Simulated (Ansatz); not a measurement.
Consider the redistribution: `[NH]=[Ta]([NH2])([Cl])[Cl]` + `OC(F)[SiH3]` → `[NH]=[Ta]([NH2])([OH])[Cl]` + `FC([SiH3])Cl`.

Program: Ansatz. Geometries: PBE0-D4/def2-TZVP. ΔE: electronic, gas phase. CCSD(T)/CBS adds triple-zeta CCSD(T) − MP2 to the extrapolated MP2 energy (def2 sets, frozen cores). Functionals use def2-TZVPP. def2 core potentials past Kr. For Ta outer-core shells are correlated without core-valence functions, which leaves a few kJ/mol of doubt a bond. Each species was taken in one conformer, which may not be the lowest.

`[NH]=[Ta]([NH2])([Cl])[Cl]`:

```xyz
8

N     1.203   -1.198   -0.105
Ta    0.257    0.132    0.534
N    -1.089    0.423   -0.853
Cl   -0.762   -0.471    2.523
Cl    1.570    2.023    0.784
H     1.805   -1.955   -0.383
H    -1.181   -0.092   -1.714
H    -1.803    1.138   -0.785
```

`OC(F)[SiH3]`:

```xyz
9

O    -0.110   -1.446   -0.743
C    -0.210   -0.073   -0.688
F     0.675    0.508   -1.600
Si    0.251    0.512    1.074
H    -0.478   -1.764   -1.574
H    -1.205    0.275   -0.998
H     1.604    0.007    1.408
H     0.229    1.996    1.091
H    -0.755   -0.014    2.031
```

`[NH]=[Ta]([NH2])([OH])[Cl]`:

Cartesian coordinates in Å:
```
N -0.816 1.346 -0.679
Ta -0.160 0.140 0.424
N -0.024 -1.488 -0.676
O 1.569 0.638 1.048
Cl -1.581 -0.197 2.242
H -1.214 2.086 -1.233
H -0.331 -1.586 -1.631
H 0.432 -2.334 -0.362
H 2.125 1.395 0.867
```

`FC([SiH3])Cl`:

```xyz
8

F    -1.553   -1.137   -0.026
C    -0.751   -0.156   -0.545
Si    0.681    0.250    0.648
Cl   -0.070   -0.714   -2.094
H    -1.385    0.699   -0.789
H     0.105    0.687    1.944
H     1.475    1.346    0.044
H     1.497   -0.974    0.819
```

| level | ΔE (kcal/mol) |
| --- | --- |
| BHLYP-D4 | 8.4 |
| CCSD/CBS(def2) | 7.1 |

(1) What does CCSD(T)/CBS give? (Best estimate.)

Largest T1 diagnostic among the species: 0.018.

Answers

(1) The calculation gave: +7.1 kcal/mol. The listed levels differ from it by 1.3, 0.0 kcal/mol.

In def2-TZVPP, CCSD(T) changes the Hartree–Fock value by −1.7 kcal/mol (the triples alone add +0.0 kcal/mol) and MP2 by −0.8 kcal/mol. Leaving LDA and LC-ωPBE aside and taking each functional with its dispersion term where it has one, the values, not all of them listed here, spread over 2.8 kcal/mol, from BLYP-D4 to PBE-QIDH. At CCSD(T), def2-SVP lies +3.7 kcal/mol from the extrapolated value and def2-TZVPP +0.7 kcal/mol.
